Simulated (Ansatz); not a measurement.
# Which is lower?

The two ends of one reaction step of BH3SOF2, closed shell (PBE0-D4/def2-TZVP).

A:

| atom | x (Å) | y (Å) | z (Å) |
| --- | --- | --- | --- |
| B1 | -0.6454 | 0.2087 | -0.0391 |
| O2 | 1.0436 | 0.3783 | -0.5875 |
| F3 | -1.2565 | 0.0087 | -1.2306 |
| F4 | -0.8563 | 1.3941 | 0.5486 |
| H5 | 1.4393 | -0.4729 | -0.3510 |
| S6 | -0.5694 | -1.3210 | 1.0507 |
| H7 | 1.0565 | 0.4584 | -1.5502 |
| H8 | -0.2117 | -0.6544 | 2.1590 |

B:

B1  (-0.342, 0.908, -0.580)
O2  (0.779, 0.904, -1.328)
F3  (-1.486, 0.383, -1.006)
F4  (-0.341, 1.545, 0.578)
H5  (1.117, -0.929, 1.720)
S6  (0.330, -1.741, 0.997)
H7  (0.681, 0.415, -2.148)
H8  (-0.738, -1.484, 1.768)
(Å)

Program: Ansatz 0.2.0. Basis: def2-TZVPP. Cores are frozen in the correlated methods. B3LYP uses VWN-RPA correlation.

Which structure is lower at CCSD(T), and by how much? (To be estimated.)

Computed: B, by 15.67 kcal/mol (electronic energy, against the other). By their contacts, A is BH₃SOF₂ ([OH2][B]([F])([F])[SH]) and B is a complex of BHOF₂ ([OH][B]([F])[F]) + H₂S.

All methods give the same order:

```
      method  E(B) − E(A) (kcal/mol)
       SPW92                   -8.00
      PBE-D4                  -12.70
     BLYP-D4                  -17.03
   r2SCAN-D4                  -13.94
      B97M-V                  -15.77
     PBE0-D4                  -13.39
    B3LYP-D4                  -17.21
  r2SCAN0-D4                  -14.33
    BHLYP-D4                  -18.05
CAM-B3LYP-D4                  -16.68
     wB97X-V                  -14.55
     wB97M-V                  -14.66
      B2PLYP                  -16.78
    PBE-QIDH                  -13.77
  RPA on PBE                  -16.48
          HF                  -23.87
         MP2                  -14.56
        CCSD                  -17.02
     CCSD(T)                  -15.67
```

No T1 diagnostic of these runs exceeds 0.012.

Labels in which every atom is bracketed show which atoms are joined, not bond orders.

For scale, one of the runs: CCSD(T)/def2-TZVPP, 208 basis functions, launched by `ansatz run in.yaml --threads 4 --pin off --events-out ev --progress --plain --max-ram 9574MiB`. The run took 89 s on 4 CPU threads of an Intel Xeon (shared host), with 3 GiB of host memory at its peak.
